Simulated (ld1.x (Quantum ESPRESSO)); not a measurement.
**fluorine (F): excitation energies, all-electron against TM**

F (Z = 9), norm-conserving Troullier–Martins (Kleinman–Bylander form), made with ld1.x (Quantum ESPRESSO) 7.5 (LDA (PZ), non-relativistic). Core [He], reference 2s1.75 2p5.25. Waves: 2p (bound): rc 1.40 bohr; 3d channel at -0.1 Ry: rc 1.40 bohr; 2s (bound): rc 0.65 bohr. Local part: the s channel. Core correction: Bessel-smoothed model core inside 0.35 bohr.

Energies are relative to the spin-unpolarised reference configuration 2s1.75 2p5.25; without spin polarisation the order of configurations can differ from experiment. Spin-polarised rows fill each open shell by Hund’s rule, majority spin first.

```csv
valence configuration,charge,ΔE all-electron (eV),error AE − PS (meV)
2s2 2p5,0,-4.568,+1.6
2s2 2p4,+1,14.998,+37
2s2 2p3,+2,53.520,+222
2s2 2p5.3,-0.3,-7.297,-1.4
2s1 2p5,+1,33.558,-32
2s1 2p6,0,13.733,+15
2s1.75 2p5.25 (spin-polarised),0,-0.389,+7.7
2s2 2p5 (spin-polarised),0,-4.947,+4.9
```

Problem. What are ΔE and the potential's error for 2s2 2p1?

Solution. ΔE = 200.121 eV all-electron; the error (AE − PS) is +2353 meV.
